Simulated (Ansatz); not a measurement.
# How methods differ on AlI (iodoaluminum)

AlI: 2 atoms, total charge 0, spin state singlet. SMILES: `[Al][I]`. Geometry: the measured bond length.

```xyz
2

Al    0.0000    0.0000    0.0000
I     0.0000    0.0000    2.5371
```

Quantity: the energy change with the Al1–I2 bond stretched from 2.537 to 6.343 Å, in eV. The values are calculated.

```json
{"level": "HF/STO-3G (restricted)", "kind": "Hartree–Fock", "program": "Ansatz", "value (eV)": "4.85", "less FCI/STO-3G": "+0.01", "CPU time (all runs)": "0.62 s"}
{"level": "SVWN5/STO-3G (restricted)", "kind": "LDA", "program": "Ansatz", "value (eV)": "4.69", "less FCI/STO-3G": "-0.15", "CPU time (all runs)": "4 s"}
{"level": "revPBE/STO-3G (restricted)", "kind": "GGA", "program": "Ansatz", "value (eV)": "4.34", "less FCI/STO-3G": "-0.50", "CPU time (all runs)": "6 s"}
{"level": "r2SCAN0/STO-3G (restricted)", "kind": "hybrid meta-GGA", "program": "Ansatz", "value (eV)": "4.90", "less FCI/STO-3G": "+0.06", "CPU time (all runs)": "53 s"}
{"level": "wB97M-V/STO-3G (restricted)", "kind": "range-separated hybrid", "program": "Ansatz", "value (eV)": "5.23", "less FCI/STO-3G": "+0.39", "CPU time (all runs)": "55 s"}
{"level": "wB97X/STO-3G (restricted)", "kind": "range-separated hybrid", "program": "Ansatz", "value (eV)": "5.23", "less FCI/STO-3G": "+0.39", "CPU time (all runs)": "22 s"}
{"level": "B2PLYP/STO-3G (restricted)", "kind": "double hybrid", "program": "Ansatz", "value (eV)": "4.66", "less FCI/STO-3G": "-0.18", "CPU time (all runs)": "21 s"}
{"level": "CCSDTQ/STO-3G (restricted)", "kind": "coupled cluster or CI", "program": "Ansatz", "value (eV)": "4.84", "less FCI/STO-3G": "0.00", "CPU time (all runs)": "49 s"}
{"level": "FCI/STO-3G", "kind": "exact in the basis", "program": "Ansatz", "value (eV)": "4.84", "less FCI/STO-3G": "0.00", "CPU time (all runs)": "1.9 s"}
```

FCI/STO-3G is exact within its basis and frozen core, so for wave-function methods in that basis the difference is their error; functionals converge differently with the basis, so for them it is only a difference. All-electron rows without a relativistic Hamiltonian named are non-relativistic. The first shape isn't each level's own minimum. The values span 4.34 to 5.23 eV. All rows use very small basis sets, so none should be taken for the real molecule's value. In the correlated wave-function rows the outer d shell of I is correlated, in sets not made for it. In so small a basis fixed costs decide the times, and correlated methods can beat functionals. CPU times are rough (shared hosts, several kinds of processor and program).
